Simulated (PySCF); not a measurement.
C2H7Si, SMILES C[SiH]C, multiplicity 2. Geometry optimised at PBE-D3(BJ)/def2-SVP. The isomer is the one that the SMILES or the coordinates give; other isomers of the formula were not compared.

Computed equilibrium geometry at PBE-D3(BJ)/def2-SVP (PySCF confirms it by a frequency run) as Cartesian coordinates in Å, and its point group:
point group Cs.
```xyz
10

C      0.0422    -0.4710    -1.5702
Si    -0.1352     0.5795     0.0000
C      0.0422    -0.4710     1.5702
H      1.0381    -0.9649    -1.5984
H     -0.0567     0.1508    -2.4823
H     -0.7323    -1.2637    -1.6088
H      0.8884     1.6946     0.0000
H      1.0381    -0.9649     1.5984
H     -0.0567     0.1508     2.4823
H     -0.7323    -1.2637     1.6088
```
Charge 0, spin multiplicity 2.
